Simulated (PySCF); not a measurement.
Compound: C₈H₇F₃O.
Atom-mapped SMILES: `[CH2:1]=[C:2]1[CH:3]=[C:4]([C:5]([F:6])([F:7])[F:8])/[C:9]1=[CH:10]\[O:11][CH3:12]` (hydrogens: H13, H14 on C1; H15 on C3; H16 on C10; H17, H18, H19 on C12)

The same species was optimised twice, with GFN2-xTB and with PBE0-D3(BJ)/def2-SVP (PySCF), and the same property calculations (PySCF, gas phase) were run on both structures.

```tsv
coordinate	GFN2-xTB	PBE0-D3(BJ)/def2-SVP	change
C1=C2 (Å)	1.321	1.334	+0.013
C5–F6 (Å)	1.345	1.335	-0.010
C5–F7 (Å)	1.346	1.336	-0.010
C5–F8 (Å)	1.345	1.335	-0.010
C10–O11 (Å)	1.348	1.340	-0.008
C2–C9 (Å)	1.491	1.499	+0.008
C9=C10 (Å)	1.331	1.338	+0.007
C2–C3 (Å)	1.477	1.482	+0.005
O11–C12 (Å)	1.408	1.403	-0.005
C3=C4 (Å)	1.356	1.362	+0.006
C4–C5 (Å)	1.483	1.489	+0.006
C4–C9 (Å)	1.472	1.472	0.000
F7–C5–F8 (°)	106.3	107.7	+1.4
F6–C5–F7 (°)	106.3	107.7	+1.4
C4–C5–F8 (°)	112.8	111.5	-1.3
C4–C5–F7 (°)	111.9	110.7	-1.2
C4–C5–F6 (°)	112.8	111.6	-1.2
C3–C4–C5 (°)	134.1	133.0	-1.1
F6–C5–F8 (°)	106.4	107.4	+1.0
C5–C4–C9 (°)	132.6	133.5	+0.9
C3–C4–C5–F6 (°)	-120	-121	-1
C9–C10–O11–C12 (°)	180	176	-4
```

Rotational constants: A = 1000, B = 848.3, C = 500.6 MHz (GFN2-xTB) against A = 998.6, B = 847.7, C = 499.9 MHz (PBE0-D3(BJ)/def2-SVP).

On the GFN2-xTB structure: HOMO (eV) -6.40 [PBE0/pcSseg-1]; LUMO (eV) -1.45 [PBE0/pcSseg-1]; dipole (D) 3.76 [PBE0/pcSseg-1]; GIAO shielding of C1 (ppm) 81.6 [PBE0/pcSseg-1]; GIAO shielding of C2 (ppm) 35.9 [PBE0/pcSseg-1]; GIAO shielding of C3 (ppm) 41.4 [PBE0/pcSseg-1]; GIAO shielding of C4 (ppm) 34.5 [PBE0/pcSseg-1]; GIAO shielding of C5 (ppm) 57.1 [PBE0/pcSseg-1]; GIAO shielding of F6/F7/F8 (mean) (ppm) 250.6 [PBE0/pcSseg-1]; GIAO shielding of C9 (ppm) 65.4 [PBE0/pcSseg-1]; GIAO shielding of C10 (ppm) 46.8 [PBE0/pcSseg-1].

Problem. What do these properties become on the PBE0-D3(BJ)/def2-SVP structure?

Solution. 
```tsv
property	level	on GFN2-xTB	on PBE0-D3(BJ)/def2-SVP	change
HOMO (eV)	PBE0/pcSseg-1	-6.40	-6.33	+0.07
LUMO (eV)	PBE0/pcSseg-1	-1.45	-1.39	+0.06
dipole (D)	PBE0/pcSseg-1	3.76	3.48	-0.28
energy, GFN2-xTB geometry as zero (kcal/mol)	PBE0/pcSseg-1	0.0	-0.3	-0.3
GIAO shielding of C1 (ppm)	PBE0/pcSseg-1	81.6	78.9	-2.7
GIAO shielding of C2 (ppm)	PBE0/pcSseg-1	35.9	33.0	-2.9
GIAO shielding of C3 (ppm)	PBE0/pcSseg-1	41.4	40.3	-1.1
GIAO shielding of C4 (ppm)	PBE0/pcSseg-1	34.5	31.7	-2.8
GIAO shielding of C5 (ppm)	PBE0/pcSseg-1	57.1	59.6	+2.5
GIAO shielding of F6/F7/F8 (mean) (ppm)	PBE0/pcSseg-1	250.6	258.3	+7.7
GIAO shielding of C9 (ppm)	PBE0/pcSseg-1	65.4	64.5	-0.9
GIAO shielding of C10 (ppm)	PBE0/pcSseg-1	46.8	46.4	-0.4
```

The heavy atoms differ by 0.022 Å rms after alignment. Among bonds between heavy atoms C1=C2 changes most (+0.013 Å). Changes are differences of the printed values. Neither structure is proved a minimum here.

Conformer computed: `[CH2:1]=[C:2]1[CH:3]=[C:4]([C:5]([F:6])([F:7])[F:8])/[C:9]1=[CH:10]\[O:11][CH3:12]`: C3–C4–C5–F6 -121°, C9–C10–O11–C12 176°.
